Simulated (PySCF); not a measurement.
Magnetic susceptibility: SMILES C=CNC(=O)/C(C#N)=C\Cl, C6H5ClN2O

Geometry:
```json
{"atom": "C1", "x (Å)": "2.846", "y (Å)": "-0.277", "z (Å)": "-0.229"}
{"atom": "C2", "x (Å)": "2.012", "y (Å)": "0.742", "z (Å)": "-0.085"}
{"atom": "N3", "x (Å)": "0.617", "y (Å)": "0.686", "z (Å)": "-0.118"}
{"atom": "C4", "x (Å)": "-0.154", "y (Å)": "-0.421", "z (Å)": "-0.302"}
{"atom": "O5", "x (Å)": "0.268", "y (Å)": "-1.542", "z (Å)": "-0.468"}
{"atom": "C6", "x (Å)": "-1.630", "y (Å)": "-0.118", "z (Å)": "-0.282"}
{"atom": "C7", "x (Å)": "-2.035", "y (Å)": "1.219", "z (Å)": "-0.084"}
{"atom": "N8", "x (Å)": "-2.321", "y (Å)": "2.319", "z (Å)": "0.079"}
{"atom": "C9", "x (Å)": "-2.588", "y (Å)": "-1.052", "z (Å)": "-0.442"}
{"atom": "Cl10", "x (Å)": "-2.306", "y (Å)": "-2.697", "z (Å)": "-0.689"}
{"atom": "H11", "x (Å)": "2.502", "y (Å)": "-1.281", "z (Å)": "-0.392"}
{"atom": "H12", "x (Å)": "3.907", "y (Å)": "-0.113", "z (Å)": "-0.184"}
{"atom": "H13", "x (Å)": "2.374", "y (Å)": "1.748", "z (Å)": "0.079"}
{"atom": "H14", "x (Å)": "0.139", "y (Å)": "1.568", "z (Å)": "0.009"}
{"atom": "H15", "x (Å)": "-3.635", "y (Å)": "-0.774", "z (Å)": "-0.418"}
```

Level of theory: GIAO wB97X-D/pcSseg-1 magnetisability, rotational g tensor and spin-rotation constants, non-relativistic, gas phase in PySCF 2.14.0. Geometry: GFN2-xTB.

(1) How diamagnetic is it, and how anisotropic?

(2) Split it along the inertial axes a, b, c into diamagnetic and paramagnetic parts about the centre of mass, with the quadrupole moment.

(3) And the rotational g tensor?

Answers

(1) Isotropic -1308 × 10⁻³⁰ J/T², or -78.8 × 10⁻⁶ cm³/mol; principal values -1497, -1250, -1178 × 10⁻³⁰ J/T², anisotropy 290 × 10⁻³⁰ J/T² (root of half the summed squared differences of the principal values). The susceptibility is in cgs units.

(2) 
```
axis  χ (10⁻⁶ cm³/mol)  diamagnetic (10⁻⁶ cm³/mol)  paramagnetic (10⁻⁶ cm³/mol)  summed x² of all electrons (Å²)  quadrupole Θ (D Å)
   a             -71.1                      -865.9                        794.7                            328.9              +19.04
   b             -75.1                     -1454.2                       1379.1                            190.3              -17.42
   c             -90.2                     -2202.8                       2112.6                             13.8               -1.62
```
Anisotropies 2χaa − χbb − χcc = +23.0 and 2χbb − χaa − χcc = +11.2 × 10⁻⁶ cm³/mol. Θ is traceless in Buckingham's convention.

(3) 
```csv
axis,rotational constant (GHz),g,nuclear part,electronic part
a,1.4959,-0.0390,0.5195,-0.5585
b,0.8517,-0.0120,0.5398,-0.5518
c,0.5427,-0.0062,0.5324,-0.5386
```
Asymmetric top; isotopes 12C, 35Cl, 1H, 14N, 16O; no vibrational averaging.
